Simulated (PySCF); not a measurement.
Bonds broken one at a time in the series B F-Br. Isolated molecules, 0 K electronic values unless said otherwise. Strings in code marks are SMILES.

The four lowest singlet excitations (Tamm–Dancoff). The numbers are results of PySCF 2.14.0 with PBE-D3(BJ)/def2-TZVP // PBE0-D4/def2-TZVP, not measurements. Excitations are Tamm–Dancoff values on a coarser integration grid. The basis has no diffuse functions, so Rydberg states are missing or too high.

| state | energy (eV) | wavelength (nm) | oscillator strength |
|---|---|---|---|
| S1 | 5.11 | 243 | 0.000 |
| S2 | 5.92 | 209 | 0.001 |
| S3 | 6.18 | 201 | 0.144 |
| S4 | 6.97 | 178 | 0.078 |

**Question.** Identify which member gives these states.
(A) `BrB(Br)Br`
(B) `FB(Br)Br`
(C) `FB(F)Br`

**Answer.** B, `FB(Br)Br`
